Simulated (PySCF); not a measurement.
Level of theory: PBE0-D3(BJ)/def2-TZVP // PBE0-D3(BJ)/def2-SVP (PySCF). Isolated molecules, 0 K electronic values unless said otherwise. One relaxed conformer stands for a flexible species; it need not be the lowest. Excitations are Tamm–Dancoff values on a coarser integration grid. The basis has no diffuse functions, so Rydberg states are missing or too high.

Reference species (SMILES): `Bc1coc(S)c1` (neutral, multiplicity 1).

| Quantity | Result |
|---|---|
| S1–T1 gap (TDA) | 1.19 eV |
| brightest of the four lowest singlets (TDA) | 5.47 eV |
| T1 excitation (TDA) | 3.28 eV |
| HOMO–LUMO gap | 5.16 eV |

After one change: the S1–T1 gap (TDA) drops by 0.67 eV; the brightest of the four lowest singlets (TDA) falls by 0.08 eV; the T1 excitation (TDA) decreases by 0.20 eV; the HOMO–LUMO gap decreases by 0.63 eV.

**Question.** What was changed between the two runs? The new species is one of these.
A) `Bc1ccoc1S`
B) `Bc1occc1S`
C) `Bc1cocc1S`
D) `Bc1ccc(S)o1`

**Answer.** C, `Bc1cocc1S`
